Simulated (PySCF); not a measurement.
Si(H)2(SeH)2 (H4Se2Si), SMILES [SeH][SiH2][SeH].

Geometry: PBE0-D3(BJ)/def2-SVP. The structure was generated by enumeration, and PubChem lists no compound with its InChIKey, so it may never have been made. Other conformers were not sampled.

Calculation: M06-2X/def2-TZVPD run with PySCF.

The molecule is in vacuum.

```yaml
total_energy: -5095.08516 hartree
point_group: C2
highest_occupied_level: -8.12 eV
lowest_empty_level: -0.19 eV
orbital_gap: 7.93 eV
dipole_moment: 0.023 e·Å
quadrupole, principal values (traceless, Buckingham form, about the centre of nuclear charge): -5.40, 1.92, 3.48 D·Å
mean_static_polarisability: 87.1 bohr³ (12.91 Å³)
polarisability_principal_values: 71.8, 80.8, 108.7 bohr³
```
